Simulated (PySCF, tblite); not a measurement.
Species: C₃H₁₁FSi₃.
Structure used (GFN2-xTB), in Å, numbered top down from 1:
```
atom  x, y, z in Å
C1    -1.5013   -2.0890   -0.3130
C2    -1.5318   -0.7748   -0.1352
C3    -2.6069    0.0709   -0.7488
Si4   -0.2057    0.1413    0.8484
F5     0.7332   -1.0033    1.5233
Si6    1.1958    1.4288   -0.4667
Si7    3.2643    0.5176   -0.9830
H8    -2.2481   -2.6105   -0.8943
H9    -0.7306   -2.7009    0.1241
H10   -3.1500    0.6085    0.0272
H11   -3.3136   -0.5341   -1.3135
H12   -2.1696    0.8135   -1.4157
H13   -0.8320    0.7302    2.0349
H14    1.3557    2.7408    0.1876
H15    0.4654    1.7726   -1.7035
H16    4.2339    0.7129    0.0980
H17    3.1700   -0.9242   -1.2249
H18    3.8624    1.1059   -2.1863
```

The calculation used PBE0/pcSseg-1 in PySCF (dipole) on a GFN2-xTB geometry, gas phase.

Take the most abundant isotopes and a rigid rotor. The values belong to one conformer with, in the numbering `[CH2:1]=[C:2]([CH3:3])[Si@@H:4]([F:5])[SiH2:6][SiH3:7]`, C1–C2–Si4–F5 -8°, C2–Si4–Si6–Si7 -100°.

Give the principal moments of inertia and the rotational constants in MHz.

Ia = 236.58, Ib = 683.56, Ic = 741.36 u·Å²; 505379 MHz·u·Å²/I gives A = 2136, B = 739.3, C = 681.7 MHz.

What kind of rotor is it?

A near-prolate asymmetric top: κ = (2 × 739.3 − 2136 − 681.7)/(2136 − 681.7) = -0.92.

What does the inertial defect say?

Not planar: Δ = Ic − Ia − Ib = -178.78 u·Å². For a rigid frame Δ = −2 Σ m c², so Σ m c² = 89.39 u·Å² lies off the ab plane: 21.06 from hydrogen and 68.33 from heavier atoms. The atom farthest from that plane is 2.17 Å away.

Where do the levels up to J = 5 lie, in K?

Above 0(0,0), as E/k:
J = 1: 1(0,1) 0.068, 1(1,1) 0.135, 1(1,0) 0.138
J = 2: 2(0,2) 0.205, 2(1,2) 0.269, 2(1,1) 0.277, 2(2,1) 0.478, 2(2,0) 0.478
J = 3: 3(0,3) 0.409, 3(1,3) 0.469, 3(1,2) 0.486, 3(2,2) 0.683, 3(2,1) 0.683, 3(3,1) 1.025, 3(3,0) 1.025
J = 4: 4(0,4) 0.681, 4(1,4) 0.736, 4(1,3) 0.764, 4(2,3) 0.956, 4(2,2) 0.957, 4(3,2) 1.298, 4(3,1) 1.298, 4(4,1) 1.777, 4(4,0) 1.777
J = 5: 5(0,5) 1.020, 5(1,5) 1.070, 5(1,4) 1.112, 5(2,4) 1.296, 5(2,3) 1.299, 5(3,3) 1.639, 5(3,2) 1.639, 5(4,2) 2.118, 5(4,1) 2.118, 5(5,1) 2.734, 5(5,0) 2.734
The levels of one J sum to (2J + 1)J(J + 1)(A + B + C)/3.

Which lines would a microwave search look for?

The dipole components are |μa| = 0.58 D, |μb| = 1.68 D, |μc| = 0.22 D. Intensities carry the squares of the components, which stand as 0.12 : 1.00 : 0.02 (a : b : c). Some lines, for components of 0.1 D or more:

| type | branch | J(Ka,Kc) | MHz | lower level (cm⁻¹) |
| --- | --- | --- | --- | --- |
| a | Q | 3(1,2) ← 3(1,3) | 346 | 0.326 |
| c | Q | 2(1,2) ← 2(0,2) | 1341 | 0.142 |
| c | Q | 1(1,1) ← 1(0,1) | 1397 | 0.047 |
| a | R | 1(0,1) ← 0(0,0) | 1421 | 0.000 |
| a | R | 2(0,2) ← 1(0,1) | 2840 | 0.047 |
| c | Q | 4(2,3) ← 4(1,3) | 3992 | 0.531 |
| b | Q | 4(2,2) ← 4(1,3) | 4018 | 0.531 |
| b | Q | 3(2,1) ← 3(1,2) | 4114 | 0.338 |
| a | R | 3(1,3) ← 2(1,2) | 4176 | 0.187 |
| c | Q | 2(2,1) ← 2(1,1) | 4190 | 0.193 |
| a | R | 3(2,1) ← 2(2,0) | 4270 | 0.332 |
| b | Q | 3(2,2) ← 3(1,3) | 4451 | 0.326 |
| a | R | 4(2,3) ← 3(2,2) | 5683 | 0.475 |
| c | R | 3(1,2) ← 2(0,2) | 5862 | 0.142 |
| b | R | 2(2,1) ← 1(1,0) | 7090 | 0.096 |
| c | R | 2(2,1) ← 1(1,1) | 7148 | 0.094 |
| b | R | 3(2,2) ← 2(1,1) | 8454 | 0.193 |
| c | R | 3(2,1) ← 2(1,1) | 8462 | 0.193 |
| b | Q | 4(4,1) ← 4(3,2) | 9976 | 0.902 |
| b | R | 4(3,1) ← 3(2,2) | 12817 | 0.475 |
| c | R | 4(4,0) ← 3(3,0) | 15664 | 0.712 |

Estimate the classical rotational partition function at 10 K, 200 K and 298.15 K.

Point group C1, symmetry number σ = 1; q = (√π/σ)·√((kT/h)³/(ABC)), k/h = 20836.6 MHz/K: 5140 at 10 K, 460000 at 200 K, 836000 at 298.15 K.

Its lowest GFN2-xTB frequency is 12i cm⁻¹, too small to tell a flat minimum from a shallow saddle. These are rigid-rotor constants of the computed structure; measured ground-state constants (B0) also hold zero-point vibration. A rigid rotor knows nothing of internal rotation, which can split or shift real lines.
